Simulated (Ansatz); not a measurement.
Consider the formal loss of a carbene: `C[CH2][AlH][SiH3]` → `[CH3][AlH][SiH3]` + `[CH2]` (triplet).

Isolated molecules relaxed with PBE0-D4/def2-TZVP in Ansatz; ΔE leaves out vibrations. CCSD(T)/CBS is the MP2 limit (def2-TZVPP, def2-QZVPP) plus CCSD(T) − MP2 in def2-TZVPP, frozen cores. This one scheme is used for every species. Triplets are unrestricted, without spin–orbit coupling. One conformer a species, not always the lowest.

```csv
level,ΔE (eV)
MP2/def2-QZVPP,4.42
MP2/CBS(def2),4.47
```

Problem. What does CCSD(T)/CBS give? (Estimate.)

Solution. Computed: +4.34 eV. The listed levels differ from it by 0.08, 0.13 eV.

Largest T1 diagnostic among the species: 0.011.

From PBE to PBE0 (25 % exact exchange), in def2-TZVPP and without D4, ΔE moves by −0.08 eV. The D4 term adds +0.12 eV with B3LYP and +0.06 eV with PBE0; it sums over pairs of atoms, weighted by their polarisabilities, and B3LYP, whose exchange is more repulsive, gets the larger term. In def2-TZVPP, CCSD(T) changes the Hartree–Fock value by +1.42 eV (the triples alone add +0.12 eV) and MP2 by +1.55 eV.

B3LYP here is the variant with VWN-RPA as its local correlation; programs differ in this.
